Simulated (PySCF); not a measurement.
Atomic charges by several schemes

Species: C5H5N3.
Structure used (GFN2-xTB), in Å, numbered top down from 1:
```xyz
13
C5H5N3 angstrom
C     -1.0581    2.4138    0.5550
C     -0.9032    1.2573    0.2694
C     -0.7135   -0.0897   -0.0579
C     -1.5997   -1.1163   -0.3553
N     -0.8838   -2.2252   -0.5878
N      0.3637   -1.9633   -0.4579
N      0.5079   -0.6865   -0.1387
C      1.7932   -0.0880    0.0552
H     -1.2107    3.4216    0.8013
H     -2.6683   -1.1011   -0.4088
H      1.7994    0.5014    0.9729
H      2.5279   -0.8882    0.1198
H      2.0409    0.5646   -0.7850
```

Density: PBE0/pcSseg-1 (PySCF); schemes: Mulliken, IAO, Hirshfeld and ESP-fitted. Isolated species at its GFN2-xTB geometry, gas phase.

Question: Atoms with like bonding are taken together and averaged. Do the Mulliken, IAO, Hirshfeld and ESP-fitted schemes agree on where the charge is highest?

Answer: The schemes don't all agree: Mulliken C2 (+0.399); IAO H9 (+0.210); Hirshfeld H9 (+0.099); ESP-fitted N7 (+0.441).

Question: For which atoms does the sign change between the 4 schemes (beyond +0.03 e in one, beyond −0.03 e in another)?

Answer: C2, C4 and N7.

Question: Give the atomic charges in each scheme.

Answer: In e; atoms taken as equivalent share a row and are averaged (×n: the atom named and its like, n in all):

| atom | environment | Mulliken | IAO | Hirshfeld | ESP-fitted |
| --- | --- | --- | --- | --- | --- |
| C1 | terminal alkyne carbon | -0.322 | -0.211 | -0.089 | -0.214 |
| C2 | alkyne carbon | +0.399 | -0.043 | -0.048 | -0.282 |
| C3 | substituted aromatic carbon | +0.172 | +0.003 | +0.024 | +0.149 |
| C4 | aromatic CH next to a ring nitrogen | -0.008 | -0.096 | -0.028 | +0.049 |
| N5 | pyridine-type nitrogen | -0.240 | -0.185 | -0.141 | -0.312 |
| N6 | pyridine-type nitrogen | -0.022 | -0.104 | -0.072 | -0.277 |
| N7 | pyrrole-type nitrogen | -0.523 | +0.046 | +0.053 | +0.441 |
| C8 | N-methyl carbon | -0.025 | -0.318 | -0.050 | -0.454 |
| H9 | alkyne hydrogen | +0.058 | +0.210 | +0.099 | +0.265 |
| H10 | aromatic hydrogen | +0.092 | +0.180 | +0.069 | +0.137 |
| H11/H12/H13 | methyl hydrogen | +0.140 | +0.173 | +0.061 | +0.166 |

Mean size of the charges over all atoms: ESP-fitted 0.237 e, Mulliken 0.175 e, IAO 0.147 e, Hirshfeld 0.066 e. Each set sums to the total charge, 0, to within 0.001 e. The IAO scheme projects the occupied orbitals on a minimal set of polarised atomic orbitals and counts the electrons in each atom's part of it.

Question: How many electrons does the IAO scheme count on N5?

Answer: Z − q = 7 − (-0.185) = 7.185.

Question: How closely do the schemes follow one another over all atoms?

Answer: Correlation coefficient and root-mean-square difference: IAO with Hirshfeld 0.89, 0.110 e; Hirshfeld with ESP-fitted 0.85, 0.204 e; IAO with ESP-fitted 0.82, 0.158 e; Mulliken with IAO 0.36, 0.232 e; Mulliken with Hirshfeld 0.28, 0.222 e; Mulliken with ESP-fitted -0.08, 0.363 e.

Question: Sum the charges by element.

Answer: 
```
element  atoms  Mulliken     IAO  Hirshfeld  ESP-fitted
      C      5    +0.216  -0.665     -0.191      -0.753
      N      3    -0.785  -0.243     -0.160      -0.147
      H      5    +0.569  +0.908     +0.351      +0.900
```
